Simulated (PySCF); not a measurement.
Molecule: `C(=C)C(=C)CC(N)=O`, C6H9NO.

Bonds (- single, = double, # triple, : aromatic): C1=C2, C2-C3, C3=C4, C3-C5, C5-C6, C6-N7, C6=O8. C1 carries H9, H10; C2 carries H11; C4 carries H12, H13; C5 carries H14, H15; N7 carries H16, H17. H12 is cis to C2; H9 is cis to C3; H17 is cis to the C=O or C=S heteroatom; H13 is trans to C2; H10 is trans to C3; H16 is trans to the C=O or C=S heteroatom.

Frames of a GFN2-xTB Langevin trajectory at 300 K; GIAO PBE0/pcSseg-1 shieldings in PySCF 2.14.0 with density-fitted response routines, gas phase, non-relativistic; equivalent atoms averaged within each frame.

Shifts are taken against calculated references (same method and geometry level): 13C (186.93 ppm), 1H (31.72 ppm) vs TMS; NH3 for 15N (267.73 ppm); 17O (336.08 ppm) against H2O. The references are static minima.

How do the shifts (ppm) fluctuate along the trajectory?

Results:


```csv
time (fs),C6,C3,C2,C4,C1,C5,N7,O8,H11,H9
250,176.3,154.7,146.3,132.0,128.4,47.3,109.8,456.5,7.08,6.58
425,172.0,158.0,153.6,138.2,119.5,40.1,106.0,441.5,6.71,4.89
625,185.0,154.2,140.7,128.3,128.1,51.5,115.5,491.5,6.77,6.27
800,176.4,160.8,147.7,125.5,127.0,40.4,118.1,463.4,7.21,6.28
1000,165.1,156.3,145.9,131.0,134.1,51.5,114.7,399.4,6.86,5.95
mean of frames,175.0,156.8,146.8,131.0,127.4,46.2,112.8,450.5,6.93,6.00
standard deviation,7.3,2.7,4.6,4.8,5.2,5.7,4.9,33.8,0.21,0.66
```

5 frames give an uncertainty of the mean of about the standard deviation over 2.2 at best, since frames this close in time may not be independent; classical motion lacks zero-point vibration, and the reference would need the same averaging.
